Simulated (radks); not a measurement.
All-electron atom: Ag4+ in [Kr] 4d7. Method: scalar-relativistic Kohn-Sham, LDA (Slater exchange, Perdew-Wang correlation), spin-unpolarised, spherical densities, point nucleus; computed with a radial shooting solver on a logarithmic mesh with Libxc functionals.

Unscreened Slater integrals over Kohn-Sham orbitals (eV).

integral,value
"F0(4d,4d)",20.482
"F2(4d,4d)",10.353
"F4(4d,4d)",6.8284
"F0(4d,4p)",22.428
"F2(4d,4p)",11.252
"G1(4d,4p)",14.240
"G3(4d,4p)",8.7560
"F0(4d,4s)",23.115
"G2(4d,4s)",10.614
"F0(4d,3d)",27.495
"F2(4d,3d)",5.6164
"F4(4d,3d)",2.5080
"G0(4d,3d)",1.7937
"G2(4d,3d)",2.0817
"G4(4d,3d)",1.5847
"F0(4p,4p)",25.066
"F2(4p,4p)",13.155
"F0(4p,4s)",26.043
"G1(4p,4s)",17.691
"F0(4p,3d)",32.444
"F2(4p,3d)",7.7930
"G1(4p,3d)",2.4867
"G3(4p,3d)",2.4286
"F0(4s,4s)",27.161
"F0(4s,3d)",34.628
"G2(4s,3d)",2.8511
"F0(3d,3d)",71.540
"F2(3d,3d)",35.593
"F4(3d,3d)",22.694

Derived for the open shells (J is the average intra-shell exchange parameter used in DFT+U). 4d: Racah B = F2/49 - 5 F4/441 = 0.1339 eV, C = 35 F4/441 = 0.5419 eV, C/B = 4.05, F4/F2 = 0.660, J = (F2 + F4)/14 = 1.227 eV.
